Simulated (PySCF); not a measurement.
**`C#CC(=O)O/C=C/C`, C$_{6}$H$_{6}$O$_{2}$**

Molfile (atoms numbered from 1):
```
C6H6O2
     RDKit          3D

 14 13  0  0  0  0  0  0  0  0999 V2000
    4.0638    0.3527    0.9066 C   0  0  0  0  0  0  0  0  0  0  0  0
    2.9928   -0.1172    0.6376 C   0  0  0  0  0  0  0  0  0  0  0  0
    1.7521   -0.7227    0.2232 C   0  0  0  0  0  0  0  0  0  0  0  0
    1.6381   -1.8766   -0.0926 O   0  0  0  0  0  0  0  0  0  0  0  0
    0.7714    0.2030    0.1047 O   0  0  0  0  0  0  0  0  0  0  0  0
   -0.0323    0.1491   -1.0130 C   0  0  0  0  0  0  0  0  0  0  0  0
   -0.9840    1.0436   -1.2204 C   0  0  0  0  0  0  0  0  0  0  0  0
   -1.8460    1.0520   -2.4349 C   0  0  0  0  0  0  0  0  0  0  0  0
    4.9989    0.7744    1.1347 H   0  0  0  0  0  0  0  0  0  0  0  0
    0.1765   -0.6724   -1.6877 H   0  0  0  0  0  0  0  0  0  0  0  0
   -1.1525    1.8209   -0.4897 H   0  0  0  0  0  0  0  0  0  0  0  0
   -2.8926    0.9452   -2.1526 H   0  0  0  0  0  0  0  0  0  0  0  0
   -1.5789    0.2410   -3.1065 H   0  0  0  0  0  0  0  0  0  0  0  0
   -1.7431    1.9984   -2.9639 H   0  0  0  0  0  0  0  0  0  0  0  0
  1  2  3  0
  2  3  1  0
  3  4  2  0
  3  5  1  0
  5  6  1  0
  6  7  2  0
  7  8  1  0
  1  9  1  0
  6 10  1  0
  7 11  1  0
  8 12  1  0
  8 13  1  0
  8 14  1  0
M  END
```

Method used: PySCF 2.14.0, GIAO B3LYP/pcSseg-1 magnetisability, rotational g tensor and spin-rotation constants, non-relativistic, gas phase. Geometry: GFN2-xTB, dihedral held. The dihedral C2–C3–O5–C6 is held at 135°.

Q: Give the nuclear spin-rotation constants along the inertial axes (H = +C I·J) beside the isotropic shieldings.

A: Rotational constants 5.6663, 0.9450, 0.8462 GHz. A star marks the isotopologue with that one atom substituted, in its own axes.
```
atom  isotope  Caa (kHz)  Cbb (kHz)  Ccc (kHz)  mean (kHz)  σ (ppm)
  H9       1H     -0.172     -0.068     -0.092      -0.111     29.5
 H10       1H     -0.496      0.001     -0.017      -0.171     24.8
 H11       1H     -0.590     -0.007     -0.012      -0.203     26.3
 H12       1H     -0.235     -0.094     -0.041      -0.123     29.9
 H13       1H     -0.595     -0.041     -0.041      -0.225     30.2
 H14       1H     -0.501     -0.019     -0.069      -0.196     29.9
  C1     13C*      1.125      0.215      0.258       0.533     99.7
  C2     13C*      0.795      0.219      0.296       0.437    103.3
  C3     13C*      2.977      0.266      0.236       1.160     21.9
  O4     17O*     -3.252     -0.616     -0.125      -1.331   -166.0
  O5     17O*     -1.555     -0.312     -0.171      -0.679     69.1
  C6     13C*      2.028      0.316      0.297       0.880     33.4
  C7     13C*      1.993      0.241      0.242       0.825     66.1
  C8     13C*      0.829      0.139      0.121       0.363    165.6
```
For the geometry as given, no vibrational averaging.
